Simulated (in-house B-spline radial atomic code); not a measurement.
**Ionising Pd⁺ with different functionals**

Computed with a radial B-spline atomic code at the basis-set limit: non-relativistic Hamiltonian, point nucleus, spin-polarised at highest spin, spherical fractional occupations for the functionals, and exact exchange of hybrids averaged over the configuration. The ionisation energy is the difference of two self-consistent energies, [Kr] 4d9 → [Kr] 4d8, without Breit or QED terms; ε is the level of the shell that loses the electron (its least bound occupied spin orbital). There is no spin-orbit coupling in this Hamiltonian.

| method | rung | ΔSCF (eV) | -ε(4d) (eV) |
| --- | --- | --- | --- |
| PBE0 | global hybrid | 20.28 | 16.19 |
| B3LYP | global hybrid | 20.46 | 15.97 |
| TPSSh | global hybrid | 20.31 | 15.03 |
| M06-2X | global hybrid | 20.14 | 18.31 |
| BHandHLYP | global hybrid | 19.98 | 17.88 |
| r2SCAN0 | global hybrid | 20.28 | 16.23 |
| B97-1 | global hybrid | 20.32 | 15.88 |
| HSE06 | range-separated hybrid | 20.28 | 15.78 |
| wB97X | range-separated hybrid | 20.20 | 18.74 |
| CAM-B3LYP | range-separated hybrid | 20.37 | 17.77 |
| LC-wPBE | range-separated hybrid | 20.22 | 19.02 |

Question: Among the functionals, which spreads more, the ΔSCF values or the orbital energies?

Answer: The orbital energies: ΔSCF values span about 0.48 eV and the orbital energies 3.99 eV; here energy differences depend much less on the functional than eigenvalues do.

Question: How do they compare with the NIST value?

Answer: NIST lists 19.4 eV ± 0.12 (semi-empirical, ground level to ground level). Errors run from +0.55 to +1.03 eV. The correlated functionals all miss on the same side by more than they spread, so the cause is common to them (relativity, Breit-QED terms, multiplet and fine-structure energies, or a listed next ion that isn't the cheapest removal here) and closeness doesn't rank the functionals.
